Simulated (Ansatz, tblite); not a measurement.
Cost and result up the ladder for `FC(F)(F)c1ccc(-c2ccc(-c3ccc(C(F)(F)F)o3)o2)o1` (29 atoms). Total charge 0; singlet. Geometry: r2SCAN-D4/def2-SVP.

```xyz
29

F    -5.106    0.301    0.991
C    -4.640    1.370    1.659
F    -5.539    1.700    2.597
F    -4.568    2.379    0.775
C    -3.328    1.098    2.303
C    -2.915    1.126    3.609
C    -1.538    0.768    3.588
C    -1.216    0.548    2.261
C     0.003    0.166    1.611
C     1.270   -0.112    2.089
C     2.064   -0.434    0.959
C     1.230   -0.332   -0.137
C     1.431   -0.529   -1.540
C     0.598   -0.426   -2.636
C     1.396   -0.750   -3.770
C     2.647   -1.023   -3.283
C     3.918   -1.421   -3.943
F     4.903   -0.535   -3.715
F     4.361   -2.613   -3.506
F     3.730   -1.506   -5.267
O     2.682   -0.893   -1.933
O    -0.020    0.032    0.257
O    -2.310    0.749    1.479
H    -3.528    1.373    4.472
H    -0.864    0.683    4.438
H     1.585   -0.085    3.131
H     3.117   -0.708    0.937
H    -0.455   -0.151   -2.612
H     1.093   -0.779   -4.814
```

Ansatz on 2 threads of AMD EPYC 7R13 on a shared host and a share (18 GiB) of an NVIDIA H100 80GB HBM3; xTB runs through tblite on one thread. Times are rough, summed over both states, and most runs start from the orbitals of an earlier one. PBE0-D4/def2-TZVP serves as the yardstick here, not as an exact answer. The other state is a triplet.

The xTB rows come from tblite. Single mean-field runs in def2-TZVP are fitted with def2-universal-jkfit.

xTB has no spin-polarisation term.

| level | functions | wall time |
| --- | --- | --- |
| GFN2-xTB | 98 | 0.083 s |
| GFN1-xTB | 104 | 0.12 s |
| PBE-D4/def2-TZVP (with forces) | 749 | 16 s |
| PBE0-D4/def2-TZVP | 749 | 17 s |

Problem. Estimate what each level gives for the vertical triplet (eV).

Solution. 
| level | vertical triplet (eV) | difference from PBE0-D4/def2-TZVP (eV) |
| --- | --- | --- |
| GFN2-xTB | 2.62 | 0.33 |
| GFN1-xTB | 2.55 | 0.26 |
| PBE-D4/def2-TZVP (with forces) | 2.19 | -0.10 |
| PBE0-D4/def2-TZVP | 2.30 | 0.00 |
